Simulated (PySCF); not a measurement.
Two species compared at the same levels of theory.

First species: benzotrifluoride, C₇H₅F₃.
SMILES: `FC(F)(F)c1ccccc1`

Second species: C5H10O2SSi.
Cartesian coordinates in Å at the GFN2-xTB level; atoms count from 1:
```xyz
19
C5H10O2SSi angstrom
C     -2.0181    1.1051   -0.4700
C     -1.3475    0.2125    0.5746
Si     0.3891   -0.3451    0.0449
O      1.3638    0.8971   -0.5146
C      1.4861    2.0728    0.0576
O      0.9513    2.4143    1.0664
C      1.2848   -1.5767    1.1954
S      1.0805   -2.9452   -0.0179
C      0.4973   -1.7257   -1.2640
H     -3.0091    1.4013   -0.1335
H     -1.4320    2.0066   -0.6312
H     -2.1187    0.5868   -1.4207
H     -1.9801   -0.6554    0.7649
H     -1.2775    0.7653    1.5123
H      2.1618    2.7193   -0.5287
H      0.8048   -1.8375    2.1331
H      2.3429   -1.4029    1.3746
H      1.2433   -1.6146   -2.0458
H     -0.4325   -2.0687   -1.7049
```

Levels: PBE0/pcSseg-1 for dipole moment, HOMO energy, LUMO energy and HOMO–LUMO gap; GFN2-xTB for rotational constant A and rotational constant C. Geometries: GFN2-xTB. All species are isolated and taken at one optimised geometry, non-relativistic unless stated. Electronic properties by PySCF.

Dipoles, sizes and rotational constants follow the conformer. The torsions of the flexible species, by atom-mapped SMILES:
- `[F:1][C:2]([F:3])([F:4])[c:5]1[cH:6][cH:7][cH:8][cH:9][cH:10]1`: F1–C2–C5–C6 89°
- `[CH3:1][CH2:2][Si:3]1([O:4][CH:5]=[O:6])[CH2:7][S:8][CH2:9]1`: C1–C2–Si3–O4 48°, C2–Si3–O4–C5 45°, Si3–O4–C5–O6 2°

```csv
property,column X,column Y
dipole moment,2.95 D,1.70 D
HOMO energy,-7.95 eV,-6.38 eV
LUMO energy,-1.01 eV,-0.47 eV
HOMO–LUMO gap,6.94 eV,5.91 eV
rotational constant A,2.875 GHz,1.849 GHz
rotational constant C,0.813 GHz,0.683 GHz
```

Q: Which column belongs to which species?

A: Column X is the first species and column Y the second. The first has 15 atoms and 74 electrons, the second 19 and 86.

Q: How does each property change from the first species to the second?

A: dipole moment -1.25 D; HOMO energy +1.57 eV; LUMO energy +0.54 eV; HOMO–LUMO gap -1.03 eV; rotational constant A -1.026 GHz; rotational constant C -0.130 GHz.

On the first: A dipole of 2.95 D is allowed in Cs, and pure rotational transitions are dipole-allowed. The dipole matches unit charges of opposite sign 0.61 Å apart (1 e·Å = 4.8032 D).

On the second: A dipole of 1.70 D is allowed in C1, and pure rotational transitions are dipole-allowed. The dipole matches unit charges of opposite sign 0.35 Å apart (1 e·Å = 4.8032 D).
